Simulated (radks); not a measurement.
The numbers below are computed, except where a source is named.
Neutral thallium inside a hard spherical wall (all orbitals vanish at R), configuration held at [Hg] 6p1 and not refilled when levels cross. Code: a radial shooting solver on a logarithmic mesh with Libxc functionals. Model: scalar-relativistic Kohn-Sham, PBE, spin-polarised, spherical densities, point nucleus; open shells are filled with parallel spins first (spin-orbit coupling, left out, can overturn this in heavy ions). Eigenvalues in eV for spin up, with the zero of energy where the potential of the charges vanishes at infinity; a dash marks a level that is unbound or too diffuse for the functional's potential to be trusted. A positive occupied level is held by the wall or, in an anion where self-interaction has pushed it up, behind a barrier. The pressure on the wall is -dE/dV.

| R (bohr) | E (hartree) | kinetic (hartree) | e(5p) | e(5d) | e(6s) | e(6p) | e(7s, empty) | e(6d, empty) | pressure (GPa) |
|---|---|---|---|---|---|---|---|---|---|
| free | -20245.9513 | 22812.160 | -76.050 | -15.480 | -9.741 | -2.614 | - | - | 0 |
| 12 | -20245.9510 | 22812.162 | -76.015 | -15.445 | -9.712 | -2.585 | -0.127 | 1.309 | 0.00368 |
| 8 | -20245.9439 | 22812.201 | -75.650 | -15.088 | -9.427 | -2.191 | 2.360 | 3.594 | 0.231 |
| 6 | -20245.9049 | 22812.397 | -74.717 | -14.195 | -8.674 | -0.868 | 8.417 | 7.718 | 3.03 |
| 4 | -20245.4667 | 22814.457 | -70.018 | -9.853 | -3.687 | 7.286 | 36.829 | 24.690 | 98.3 |
| 3.5 | -20244.9436 | 22816.773 | -66.395 | -6.492 | 1.024 | 14.286 | 57.686 | 36.824 | 297 |
| 2.5 | -20240.1099 | 22836.399 | -47.223 | 13.078 | 34.577 | 59.677 | 170.70 | 102.25 | 4400 |
| 2 | -20228.4979 | 22879.868 | -19.993 | 44.886 | 99.122 | 139.31 | 340.04 | 200.48 | 24400 |
| 1.5 | -20180.4708 | 23041.959 | 58.044 | 140.94 | 310.13 | 378.84 | 797.78 | 467.49 | 200000 |
